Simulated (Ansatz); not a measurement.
The same path of ClH2InO2 + H4Si (11 atoms, charge 0, multiplicity 1) was run twice with different band settings. Lost on the way: Si7–H11. Made: In1–Si7, O3–H11.

Method: RKS r2SCAN-D4/def2-SVP in Ansatz 0.2.0.

Relaxed end points:

```xyz
11
Properties=species:S:1:pos:R:3
In 0.205 -0.359 0.097
Cl -0.321 -1.687 1.974
O 1.978 -0.535 -0.785
H 2.543 -1.133 -0.272
O -1.269 0.708 -0.739
H -2.118 0.492 -0.326
Si -0.151 2.896 1.012
H 0.526 3.871 1.917
H -0.131 3.382 -0.389
H -1.515 2.601 1.524
H 0.690 1.637 1.122
```

```xyz
11
Properties=species:S:1:pos:R:3
In -0.282 0.729 0.698
Cl -0.358 -0.967 2.383
O 1.733 -0.018 -0.191
H 1.099 -0.403 -0.864
O -0.647 -0.199 -1.101
H -1.325 -0.887 -1.089
Si -0.423 3.230 1.163
H 0.651 3.624 2.122
H -0.269 4.002 -0.105
H -1.754 3.533 1.767
H 2.012 -0.772 0.352
```

Common settings: spring 5.0 eV/Å²; optimiser quadratic models (default); start path through a guess of the saddle point; force threshold 0.03 eV/Å; iteration limit 60; end points relaxed.

| run | movable images | climbing image |
| --- | --- | --- |
| 1 | 9 | yes |
| 2 | 1 | no |

Task: What does each run give, and how far can it be trusted?

Result: Run 1: converged after 40 iterations, highest image 1.574 eV above the first end. Beside the main top the profile has a ripple of under 15 meV (maxima at images 2, 5), which may be a very shallow well or noise. Neighbouring images differ by up to 1.5 eV, so the band resolves the path poorly. A vibrational analysis at the climbing image gives 2 clearly imaginary modes (872i, 40i cm⁻¹): a point of higher order, so a lower path passes nearby.
Run 2: converged after 21 iterations, highest image 0.694 eV above the first end. Neighbouring images differ by up to 1.8 eV, so the band resolves the path poorly. No image climbed, so the highest image needn't sit at the top of the path. A band with more images between the same ends climbed to 1.57 eV, so this one has probably stepped over the top. So few images can step over the top or miss a turn of the path.
The orbitals stay closed-shell, which can raise the energy where a bond breaks towards radicals; this wasn't checked here.
